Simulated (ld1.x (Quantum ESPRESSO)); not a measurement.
**Transferability test, TM potential for lanthanum**

| Property | Result |
| --- | --- |
| Element | lanthanum |
| Generator | ld1.x (Quantum ESPRESSO) 7.5 |
| Type | norm-conserving Troullier–Martins (Kleinman–Bylander form) |
| Functional | PBE |
| Relativity | scalar-relativistic |
| Frozen core | [Kr] 4d10 5s2 |
| Valence charge | 9 |
| Reference configuration | 4f0 5p6 5d1 6s2 6p0 |
| Partial waves | 5p (bound): rc 2.65 bohr; 5d (bound): rc 3.40 bohr; 4f (bound, empty): rc 1.90 bohr; 6s (bound): rc 3.25 bohr |
| Local potential | the s channel |
| Core correction | a·sin(br)/r model core, default radius (core density twice the valence density) |

Energies are relative to the spin-unpolarised reference configuration 4f0 5p6 5d1 6s2 6p0; without spin polarisation the order of configurations can differ from experiment.

(1) Give the all-electron excitation energy and the error of the potential for: 4f0 5p6 5d1 6s1 6p0; 4f0 5p6 5d1 6s0 6p0; 4f0 5p6 5d0 6s0 6p0; 4f0 5p6 5d1 6s0 6p2; 4f1 5p6 5d0 6s1 6p0; 4f0 5p6 5d1 6s1 6p1; 4f0 5p6 5d1 6s0 6p1.

Levels in the configuration 4f0 5p6 5d1 6s1 6p1:

| level | all-electron (eV) | pseudo (eV) |
| --- | --- | --- |
| 5p | -23.491 | -23.839 |
| 5d | -3.960 | -4.269 |
| 6s | -4.282 | -4.500 |
| 6p | -1.856 | -1.686 |

Answers

(1)

```
valence configuration  charge  ΔE all-electron (eV)  error AE − PS (meV)
  4f0 5p6 5d1 6s1 6p0      +1                 5.966                 -1.1
  4f0 5p6 5d1 6s0 6p0      +2                16.854                  -19
  4f0 5p6 5d0 6s0 6p0      +3                35.804                  -14
  4f0 5p6 5d1 6s0 6p2       0                 4.846                 -777
  4f1 5p6 5d0 6s1 6p0      +1                 6.232                 -384
  4f0 5p6 5d1 6s1 6p1       0                 2.377                 -340
  4f0 5p6 5d1 6s0 6p1      +1                 8.924                 -580
```
